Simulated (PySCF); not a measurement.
Input for PySCF: D3(BJ) and D4 dispersion corrections on H4OSi (SMILES O[SiH3]).

```python
from pyscf import gto
from pyscf.dispersion import dftd3, dftd4

mol = gto.M(
    atom='''
    O    -0.47734403   -1.23093424    3.80155389
    Si   -0.02216876    0.29556817    4.23618521
    H    -0.61174100   -1.41165480    2.86721779
    H     1.11411105    0.77343335    3.40748007
    H     0.38526541    0.21481561    5.65273703
    H    -1.13131998    1.26938085    4.08879099
    ''',
    basis='def2-svp',
    charge=0, spin=0, verbose=0, max_memory=1800)
d3, d4 = {}, {}
for xc in ['hf', 'pbe', 'blyp', 'revpbe', 'tpss', 'r2scan', 'b3lyp', 'pbe0', 'bhlyp', 'camb3lyp', 'b2plyp']:
    d3[xc] = float(dftd3.DFTD3Dispersion(mol, xc=xc, version='d3bj', atm=False).get_dispersion()['energy'])
    print(f'D3(BJ) {xc:10s} {d3[xc]:14.8f} Eh')
for xc in ['hf', 'pbe', 'blyp', 'revpbe', 'tpss', 'r2scan', 'b3lyp', 'pbe0', 'bhlyp', 'camb3lyp', 'b2plyp']:
    d4[xc] = float(dftd4.DFTD4Dispersion(mol, xc={'camb3lyp': 'cam-b3lyp'}.get(xc, xc), atm=True).get_dispersion()['energy'])
    print(f'D4     {xc:10s} {d4[xc]:14.8f} Eh')
```

Output:

```
D3(BJ) hf            -0.02546077 Eh
D3(BJ) pbe           -0.00261372 Eh
D3(BJ) blyp          -0.00567163 Eh
D3(BJ) revpbe        -0.00683244 Eh
D3(BJ) tpss          -0.00325732 Eh
D3(BJ) r2scan        -0.00066233 Eh
D3(BJ) b3lyp         -0.00462837 Eh
D3(BJ) pbe0          -0.00220640 Eh
D3(BJ) bhlyp         -0.00365694 Eh
D3(BJ) camb3lyp      -0.00193831 Eh
D3(BJ) b2plyp        -0.00212414 Eh
D4     hf            -0.00949425 Eh
D4     pbe           -0.00236908 Eh
D4     blyp          -0.00544157 Eh
D4     revpbe        -0.00821062 Eh
D4     tpss          -0.00321249 Eh
D4     r2scan        -0.00053759 Eh
D4     b3lyp         -0.00384595 Eh
D4     pbe0          -0.00194694 Eh
D4     bhlyp         -0.00274732 Eh
D4     camb3lyp      -0.00193611 Eh
D4     b2plyp        -0.00162711 Eh
```

The run finished.

Cost: very roughly 0.09 core-seconds.
